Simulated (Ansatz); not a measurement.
`C[O][Al]([OH])[O]C`. Charge 0, multiplicity 1. All single points use the PBE0-D4/def2-TZVP geometry. It is one conformer, not always the lowest.

```xyz
13

C     2.067    0.360   -0.114
O     0.993    1.066    0.427
Al   -0.667    0.887    0.610
O    -1.527    2.089    1.425
O    -1.551   -0.413    0.037
C    -1.372   -1.586   -0.690
H     2.464    0.882   -0.992
H     1.796   -0.657   -0.422
H     2.874    0.282    0.623
H    -1.078    2.854    1.781
H    -0.363   -1.678   -1.110
H    -2.085   -1.625   -1.521
H    -1.552   -2.460   -0.054
```

Problem. What is the dipole moment at ωB97M-V/def2-TZVPP? (An estimate is asked.)

Solution. Computed: 2.16 D, with components (1.90, -0.72, -0.73) D in this frame, pointing from negative to positive charge.

Problem. And with PBE, r2SCAN, B3LYP? (Best estimate.)

Solution. The calculation gave: PBE 1.98 D, r2SCAN 2.06 D, B3LYP 2.15 D.

Problem. Give the Mulliken charges with ωB97M-V, r2SCAN, B3LYP in def2-TZVPP. (An estimate is asked.)

Solution. Ansatz gave: 
```csv
atom,ωB97M-V,r2SCAN,B3LYP
C1,-0.16,0.03,-0.10
O2,-0.37,-0.39,-0.38
Al3,0.66,0.69,0.67
O4,-0.40,-0.43,-0.41
O5,-0.36,-0.38,-0.38
C6,-0.16,0.03,-0.10
H7,0.11,0.05,0.09
H8,0.09,0.04,0.08
H9,0.11,0.05,0.09
H10,0.17,0.19,0.18
H11,0.09,0.03,0.07
H12,0.11,0.05,0.10
H13,0.11,0.05,0.09
```

B3LYP here is the variant with VWN-RPA as its local correlation; programs differ in this.
